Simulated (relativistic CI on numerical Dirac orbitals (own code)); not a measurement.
# Eu XLIII: sensitivity of the levels to the model

Base calculation: Dirac-Coulomb-Breit CI, KLI orbitals optimised for each configuration, a model potential for QED, unscaled Slater integrals.

Configurations in the expansion (outside the closed core [Ne]): 3s²3p⁶3d³, 3s²3p⁵3d⁴, 3s3p⁶3d⁴, 3s²3p⁶3d²4s, 3s²3p⁶3d²4p, 3s²3p⁶3d²4d, 3s²3p⁵3d³4s, 3s²3p⁶3d²4f, 3s²3p⁵3d³4p, 3s3p⁶3d³4s, 3p⁶3d⁴4p, 3p⁶3d⁵, 3p⁵3d⁶, 3p⁵3d⁵4s, 3p⁶3d⁴4s, 3p⁵3d⁴4s², 3s²3p⁶3d4s², 3s²3p⁶4s²4p, 3s²3p⁶4s²4d. Double excitations out of closed p, d and f shells are left out; levels of such configurations are missing from the list, as are those of other unlisted configurations, and high levels can miss mixing partners. These lack a partner that the ground configuration has and come out too high: 3s²3p⁵3d³4p.

The lowest level and the first level of each name with at least 55 % of one term (blank where a level has no safe partner in the second run):

```json
{"Level": "3s²3p⁶3d³ ⁴F3/2", "Base (cm⁻¹)": "0", "Shift (cm⁻¹)": "0"}
{"Level": "3s²3p⁶3d³ ⁴F5/2", "Base (cm⁻¹)": "218255", "Shift (cm⁻¹)": "+4900"}
{"Level": "3s²3p⁶3d³ ⁴P1/2", "Base (cm⁻¹)": "301497", "Shift (cm⁻¹)": "-3728"}
{"Level": "3s²3p⁶3d³ ⁴F7/2", "Base (cm⁻¹)": "501967", "Shift (cm⁻¹)": "+2310"}
{"Level": "3s²3p⁶3d³ ²P1/2", "Base (cm⁻¹)": "584785", "Shift (cm⁻¹)": "-4566"}
{"Level": "3s²3p⁶3d³ ²H11/2", "Base (cm⁻¹)": "595240", "Shift (cm⁻¹)": "-6741"}
{"Level": "3s²3p⁶3d³ ²D5/2", "Base (cm⁻¹)": "609001", "Shift (cm⁻¹)": "-9976"}
{"Level": "3s²3p⁶3d³ ²F7/2", "Base (cm⁻¹)": "663175", "Shift (cm⁻¹)": "-13508"}
{"Level": "3s²3p⁶3d³ ²D3/2", "Base (cm⁻¹)": "776718", "Shift (cm⁻¹)": "-18486"}
{"Level": "3s²3p⁵3d⁴ ⁴I°15/2", "Base (cm⁻¹)": "2395616", "Shift (cm⁻¹)": "+10237"}
```

At this charge energies of transitions that change n are usually good to better than 1 %, and those within a shell (Δn = 0) to a few per cent.

Q: One thing was changed in a second run, which moved the levels as shown. Which?
A. valence Slater integrals scaled by 0.9
B. configuration mixing switched off
C. one mean potential for all configurations
D. QED terms removed
E. Breit term removed

A: A. Valence Slater integrals scaled by 0.9. Scaling acts on the splittings between terms and on the mixing, and leaves the fine structure of pure LS terms nearly alone; in jj coupling it moves the levels of one term differently.

LS names give the leading component of a level, which can be under half, so a name can repeat, a term be missing and a line seem to break the LS rules.
